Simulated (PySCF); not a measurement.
C3H6FSi2 (doublet state).
Numbering: `[CH:1]#[C:2][SiH2:3][C:4]([F:5])[SiH3:6]` (hydrogens: H7 on C1; H8, H9 on Si3; H10, H11, H12 on Si6)

Cartesian coordinates in Å at the GFN2-xTB level; atoms count from 1:
```
atom  x, y, z in Å
C1     2.8158   -1.1409    0.3280
C2     2.0544   -0.2303    0.1354
Si3    0.8573    1.1601   -0.1313
C4    -0.8385    0.5701    0.4356
F5    -1.2025    1.0030    1.6714
Si6   -2.0807   -0.5847   -0.3653
H7     3.4882   -1.9344    0.4895
H8     1.2728    2.3071    0.6782
H9     0.7893    1.4481   -1.5672
H10   -3.3791    0.0903   -0.4612
H11   -2.2386   -1.7958    0.4465
H12   -1.5372   -0.8932   -1.6858
```

The hyperfine couplings belong to this conformer and change with its torsions.

Computed, not measured: UKS B3LYP, pcH-1 on C F H Si, non-relativistic, mean-field spin-orbit, GIAO (PySCF). One conformer (not necessarily the lowest) at the GFN2-xTB geometry, without solvent, vibrations or thermal averaging. Couplings are sensitive to structure, and on GFN2-xTB geometries they can be far from those on DFT ones. Stability of the SCF solution: not tested.

Computed for the main isotopes (class means, splittings of 0.05 mT or more): g = 2.0043; F5 19F +150.5 MHz (5.36 mT); H10/H11/H12 1H +35.0 MHz (1.25 mT); H8/H9 1H +12.2 MHz (0.43 mT); 24 first-order lines, 9.98 mT wide.

Task: What changes when 1H at H10/H11/H12 is replaced by 2H at all these sites?

Result: The spin density stays the same (vibrational effects aside), so a scales with the nuclear g factor: 0.85744/5.58569 = 0.1535, so a goes from +35.0 to +5.4 MHz (0.192 mT). The spin goes from 1/2 to 1, so the 1:3:3:1 quartet becomes a 1:3:6:7:6:3:1 septet. The spectrum then has 42 first-order lines over 7.38 mT.

Task: Where do the 13C satellites of C4 appear, and how strong are they?

Result: a = +91.0 MHz, or 3.24 mT in magnitude, and I = 1/2, so to first order each main line has two satellites, at ±1.62 mT. The isotope's abundance is about 1.07 %, shared among 2 lines, so each has 0.54 % of the main line's intensity.

Task: Where do the 13C satellites of C2 appear, and how strong are they?

Result: a = +48.1 MHz, or 1.72 mT in magnitude, and I = 1/2, so to first order each main line has two satellites, at ±0.86 mT. The isotope's abundance is about 1.07 %, shared among 2 lines, so each has 0.54 % of the main line's intensity.

Task: Give position and intensity of the satellites from 29Si at Si6.

Result: a = +39.8 MHz, or 1.42 mT in magnitude, and I = 1/2, so to first order each main line has two satellites, at ±0.71 mT. The isotope's abundance is about 4.7 %, shared among 2 lines, so each has 2.5 % of the main line's intensity.

Nuclei that the bonding pattern makes equivalent are averaged, as if the motion that swaps them (rotation, inversion, ring flip) were fast. The three 1H nuclei of mean +35.0 MHz run from -3.5 to 57.0 MHz in the frozen geometry. The 1H value of +12.2 MHz is a mean of couplings from 2.8 to 21.5 MHz in this one geometry, not an average over conformers.
